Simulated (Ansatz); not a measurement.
Reactions of Cl₂H₄SSi₂, SMILES `Cl[SiH2]S[SiH2]Cl`.

Computed with Ansatz on PBE0-D4/def2-TZVP structures; ΔE is electronic, products minus reactants. CCSD(T)/CBS adds triple-zeta CCSD(T) − MP2 to the extrapolated MP2 energy (def2 sets, frozen cores). This one scheme is used for every species. Each species was taken in one conformer, which may not be the lowest.

(1) Order these by ΔE at CCSD(T)/CBS, lowest first. (Estimate.)
A. `Cl[SiH2]S[SiH2]Cl` + `CO[SiH](O)F` → `CO[SiH](F)O[SiH2]Cl` + `S[SiH2]Cl`
B. `Cl[SiH2]S[SiH2]Cl` + CH₃OH → `CO[SiH2]Cl` + `S[SiH2]Cl`
C. `Cl[SiH2]S[SiH2]Cl` + `COC=O` → `O=COC[SiH2]Cl` + `S[SiH2]Cl`
D. `Cl[SiH2]S[SiH2]Cl` + `S[Si](Cl)(Cl)Cl` → `Cl[SiH2]S[Si](Cl)(Cl)Cl` + `S[SiH2]Cl`
E. `Cl[SiH2]S[SiH2]Cl` + `CC(=N)O` → `N=C(O)C[SiH2]Cl` + `S[SiH2]Cl`

Largest T1 diagnostic: 0.015, for `COC=O`.

Results:

(1) A (-12.2 kcal/mol), B (-9.2 kcal/mol), D (+0.3 kcal/mol), E (+16.0 kcal/mol), C (+19.9 kcal/mol).
